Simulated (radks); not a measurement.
Spherical quantum dot in the effective-mass picture: electrons in a parabolic well V = omega^2 r^2 / 2 with omega = 1.71, all in effective atomic units (hartree* = m*/eps^2 hartree, bohr* = eps/m* bohr), one dielectric constant everywhere. Method: non-relativistic Kohn-Sham, PBE, spin-polarised, spherical densities; computed with a radial shooting solver with Libxc functionals. Levels are named by radial order and angular momentum (1s, 1p, 1d, 2s, ...), and open shells are averaged over m.

N = 27, configuration 1s2 1p6 1d10 2s2 1f(up 7, down 0). This is the lowest configuration that the search found. Occupied and some empty levels:

level,occupation,eigenvalue (hartree*),<r> (bohr*)
1s up,1,17.954,1.260
1s down,1,18.000,1.231
1p up,3,18.765,1.590
1p down,3,18.848,1.568
1d up,5,19.669,1.819
1d down,5,19.776,1.807
2s up,1,19.840,1.583
2s down,1,19.918,1.594
1f up,7,20.661,1.999
1f down,0,20.781,1.995
2p up,0,20.946,1.776
2p down,0,21.019,1.785
1g up,0,21.732,2.151
1g down,0,21.857,2.152
2d up,0,22.102,1.960
2d down,0,22.176,1.966

Energy (hartree*): total 348.926, kinetic 46.866, external 132.24, Hartree 186.58, exchange-correlation -16.756.
